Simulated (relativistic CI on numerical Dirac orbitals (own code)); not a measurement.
Sensitivity of the levels of Sb³³⁺ to α and to the nuclear radius

Calculated at this level of theory: Dirac-Coulomb-Breit CI, orbitals from a KLI potential per configuration, derivatives by finite differences, unscaled Slater integrals, QED left out (own radial code, finite nucleus).

CI space (outside the closed core [Ne]): 3s2 3p6, 3s2 3p5 3d, 3s 3p6 3d, 3p6 3d2, 3p5 3d3. Double excitations out of closed p, d and f shells are left out; levels of such configurations are missing from the list, as are those of other unlisted configurations, and high levels can miss mixing partners.

With x = (α/α₀)² − 1 an excitation energy changes as ω = ω₀ + qx; K = 2q/ω₀ is the relative enhancement. Terms are leading LS components, so labels can repeat. The field-shift factor is F = δν/δ⟨r²⟩ for the transition from the lowest level.

Lowest level 3s2 3p6 1S_0.

| Level | ω₀ (cm⁻¹) | q (cm⁻¹) | F (GHz/fm²) |
| --- | --- | --- | --- |
| 3s2 3p5 3d 3P°_0 | 1169583 | 28710 | 3.01 |
| 3s2 3p5 3d 3P°_1 | 1208297 | 44440 | 3.05 |
| 3s2 3p5 3d 3F°_3 | 1251827 | 30380 | 3.06 |
| 3s2 3p5 3d 3D°_2 | 1266788 | 40380 | 3.07 |
| 3s2 3p5 3d 3F°_4 | 1319017 | 130500 | 3.91 |
| 3s2 3p5 3d 1D°_2 | 1343339 | 133000 | 3.64 |
| 3s2 3p5 3d 3D°_3 | 1405570 | 131800 | 4.06 |
| 3s2 3p5 3d 3D°_1 | 1520170 | 199500 | 1.1 |
| 3s2 3p5 3d 3F°_2 | 1706557 | 532500 | -11 |
| 3s2 3p5 3d 3D°_2 | 1817424 | 633500 | -10 |
| 3s2 3p5 3d 1F°_3 | 1840671 | 639400 | -10.2 |
| 3s2 3p5 3d 1P°_1 | 1963915 | 466700 | -7.81 |
| 3s 3p6 3d 3D_1 | 2730902 | 625900 | -632 |
| 3s 3p6 3d 3D_2 | 2753683 | 637700 | -633 |
| 3s 3p6 3d 3D_3 | 2834162 | 729300 | -631 |
| 3s 3p6 3d 1D_2 | 2915873 | 724800 | -638 |
| 3p6 3d2 3F_2 | 5540661 | 1.258e+06 | -1260 |
| 3p6 3d2 3F_3 | 5628338 | 1.357e+06 | -1260 |
| 3p6 3d2 3P_0 | 5647076 | 1.275e+06 | -1260 |
| 3p6 3d2 3F_4 | 5683499 | 1.383e+06 | -1260 |
| 3p6 3d2 3P_2 | 5689130 | 1.353e+06 | -1260 |
| 3p6 3d2 3P_1 | 5707350 | 1.359e+06 | -1260 |
| 3p6 3d2 1G_4 | 5775604 | 1.433e+06 | -1260 |

At this charge energies of transitions that change n are usually good to better than 1 %, and those within a shell (Δn = 0) to a few per cent.

Problem. Which transition from the lowest level has the largest |K|?

Solution. 3s2 3p5 3d 3D°_2 at 1817424 cm⁻¹, K = 0.697.
